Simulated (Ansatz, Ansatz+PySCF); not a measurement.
```yaml
atoms:
  - { symbol: S, position_ang: [0.0000, 0.0000, -0.3120] }
  - { symbol: H, position_ang: [0.0000, 2.9146, 2.4964] }
  - { symbol: H, position_ang: [0.0000, -2.9146, 2.4964] }
```

Basis set: 6-31G* (spherical functions). Left uncorrelated: 5 orbitals. Charge 0, multiplicity 1.

Computed with Ansatz (development build ahead of 0.2.0); each method stands on the lowest determinant of its kind that the runs found. Restricted open shells among the atoms or ions are ROHF, correlated in semicanonical orbitals with singles.

Give the atomization energy at this shape (free ground-state atoms in the same class of orbitals less the molecule, no zero-point energy) of singlet H₂S in separate pieces by UHF-CCSDT(Q), UHF-CCSD(T), UHF-MP2, RHF-MP2, UHF, RHF.

| method | atomization energy |
| --- | --- |
| UHF-CCSDT(Q) | 0.01 eV |
| UHF-CCSD(T) | 0.01 eV |
| UHF-MP2 | 0.01 eV |
| RHF-MP2 | -0.47 eV |
| UHF | 0.00 eV |
| RHF | -8.96 eV |

Caution for UHF-CCSDT(Q), UHF-CCSD(T), UHF-MP2: a plain start can end on a higher determinant; bonds are stretched, where a single reference can fail. Caution for UHF-CCSDT(Q), UHF-CCSD(T), UHF-MP2, UHF: the unrestricted determinant is a mixture of spin states. Caution for RHF-MP2, RHF: an unrestricted determinant lies well below. Caution for RHF-MP2: large amplitudes, a single reference is doubtful. Caution for RHF: the molecule lies well above its atoms at this level.
